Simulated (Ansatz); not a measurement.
Basis-set extrapolation for C4H10BN (`CC#[N+][BH-](C)C`) (PBE0-D4/def2-TZVP geometry, frozen core, Ansatz 0.2.0). Multiplicity 1, RHF reference.

```tsv
	def2-TZVPP	def2-QZVPP
HF	-236.506662	-236.517481
MP2 correlation	-1.001338	-1.063670
CCSD(T) correlation	-1.096355	not run
```

Energies in hartree. Use E(X) = E(∞) + A·exp(−7.88·√X) for Hartree–Fock and E(X) = E(∞) + B·X^(−2.97) for correlation, with X = 3 and 4, and add CCSD(T) minus MP2 of the smaller set to the MP2 limit.

Problem. What is the CCSD(T) energy at the basis-set limit?

Solution. HF limit: -236.517481 + (-0.010819) × 0.13774 = -236.51897. MP2 limit: -1.063670 + (-0.062332) × 0.74074 = -1.10984. Higher-order term: -1.096355 − (-1.001338) = -0.09502. Total: -237.72383 hartree, 317.2 kJ/mol below CCSD(T)/def2-TZVPP.
